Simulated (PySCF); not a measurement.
The geometry has D3h symmetry (within 0.05 Å) and had no frequency check at the DFT level, so a distortion to lower symmetry isn't ruled out.

Delta-SCF ions had no search for a lower state. Excitations are Tamm–Dancoff values on a coarser integration grid. The basis has no diffuse functions, so Rydberg states are missing or too high.

Z-matrix (Å, degrees):
```
Si
H 1 1.4950
Si 1 2.3718 2 130.92
H 3 1.4950 1 130.93 2 0.00
Si 1 2.3718 2 130.90 3 82.84
H 5 1.4950 1 130.93 2 -0.02
Si 3 2.3773 4 130.87 5 -138.60
H 7 1.4950 3 130.86 4 0.01
Si 7 2.3718 8 130.93 3 -138.55
H 9 1.4950 7 130.92 8 -0.01
Si 9 2.3718 10 130.89 7 82.84
H 11 1.4950 9 130.93 10 -0.02
```
Charge 0, spin multiplicity 1.

What is the computed S1–T1 gap (TDA), T1 excitation (TDA) and vertical ionisation energy (Delta-SCF) (PySCF 2.14.0 with PBE0-D3(BJ)/def2-SVP // B3LYP-D3(BJ)/def2-SVP)?


```yaml
S1–T1 gap (TDA): 0.48 eV
T1 excitation (TDA): 3.01 eV
vertical ionisation energy (Delta-SCF): 7.74 eV
```
